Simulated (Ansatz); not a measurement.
Total energies of `C[SiH2]OB[SiH3]`.

Z-matrix (Å, degrees):
```
C
Si 1 1.857
H 1 1.094 2 109.3
H 1 1.092 2 111.6 3 -119.4
H 1 1.092 2 111.6 3 119.4
O 2 1.667 1 112.4 3 -180.0
H 2 1.484 1 111.1 3 61.1
H 2 1.484 1 111.2 3 -61.0
B 6 1.344 2 134.3 1 -0.4
Si 9 2.032 6 120.6 2 -180.0
H 9 1.210 6 119.2 2 0.1
H 10 1.492 9 109.7 6 121.6
H 10 1.492 9 109.7 6 -121.4
H 10 1.489 9 113.8 6 0.1
```

The species carries charge 0 and has multiplicity 1. The structure was optimised at the PBE0-D4/def2-TZVP level. It is one conformer, not always the lowest. Basis def2-TZVPP, Ansatz.

RPA on PBE orbitals: Hartree–Fock energy of these orbitals -720.61580 Eh, correlation -1.35839 Eh (frozen core).

| functional | energy without D4 (Eh) | D4 term (kJ/mol) |
| --- | --- | --- |
| PBE0 | -722.30439 | -23.6 |
| r2SCAN0 | -722.56655 | -8.4 |

Task: Give the same for LDA (SPW92), PBE, revPBE, BLYP, r2SCAN, B97M-V, B3LYP, r2SCANh, HSE06 (plane-wave form), BHLYP, CAM-B3LYP, LC-ωPBE, ωB97X-V, ωB97M-V, B2PLYP, PBE-QIDH. (Estimate.)

Result: Computed: 
```csv
functional,energy without D4 (Eh),D4 term (kJ/mol)
LDA (SPW92),-719.14022,–
PBE,-722.22397,-27.6
revPBE,-722.54867,-81.4
BLYP,-722.65527,-60.0
r2SCAN,-722.58684,-7.1
B97M-V,-722.56768,–
B3LYP,-722.78378,-44.4
r2SCANh,-722.57825,-7.6
HSE06 (plane-wave form),-722.28256,-22.0
BHLYP,-722.65470,-34.1
CAM-B3LYP,-722.67227,-24.0
LC-ωPBE,-722.45390,–
ωB97X-V,-722.59286,–
ωB97M-V,-722.60533,–
B2PLYP,-722.36476,–
PBE-QIDH,-722.11810,–
```

B3LYP takes the VWN-RPA correlation (the form of Gaussian; ORCA's B3LYP/G). HSE06 is the plane-wave form, built on full-range PBE exchange. The double hybrids freeze the cores in their second-order part.

LC-ωPBE has ω = 0.4 bohr⁻¹.
